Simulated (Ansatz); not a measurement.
Bond stretch in SAl (cation, charge +1), lowest singlet found (which spin is the ground state isn't settled by this scan).

Levels of theory: UCCSD = CCSD on UHF/cc-pVDZ, frozen core in Ansatz (a program for electronic structure); UMP2 = MP2 on UHF/cc-pVDZ, frozen core run with Ansatz; UKS-B3LYP = unrestricted B3LYP/cc-pVDZ (Ansatz); UCCSD(T) = CCSD(T) on UHF/cc-pVDZ, frozen core (Ansatz); FCI = Ansatz with full CI/cc-pVDZ, frozen core.

Energies are in kcal/mol, each relative to the lowest point of its own curve between 2.13 and 2.67 Å, where full CI is lowest.

```csv
R / Å,UCCSD,UMP2,UKS-B3LYP,UCCSD(T),FCI
2.13,1.0,0.3,1.1,1.1,0.7
2.21,0.0,0.0,0.0,0.0,0.0
2.28,0.5,1.4,0.4,0.4,1.0
2.35,1.9,3.8,1.7,1.7,3.0
2.45,4.5,8.5,4.4,4.3,6.9
2.54,7.0,12.7,7.2,6.8,11.0
2.67,7.5,17.1,11.0,6.5,16.8
2.83,5.8,15.3,12.1,4.9,22.9
```

At the longest distance, 2.83 Å, FCI lies highest above its minimum (22.9 kcal/mol) and UCCSD(T) lowest (4.9 kcal/mol).

The scan ran from 1.63 to 7.65 Å; beyond the distances shown full CI changes its symmetry label. The unrestricted determinant behind UCCSD, UMP2, UCCSD(T) is spin-contaminated at 2.13 to 2.83 Å (<S²> up to 1.1, against 0.00 for a pure singlet). The unrestricted determinant behind UKS-B3LYP is spin-contaminated at 2.13 to 2.83 Å (<S²> up to 1.0, against 0.00 for a pure singlet).
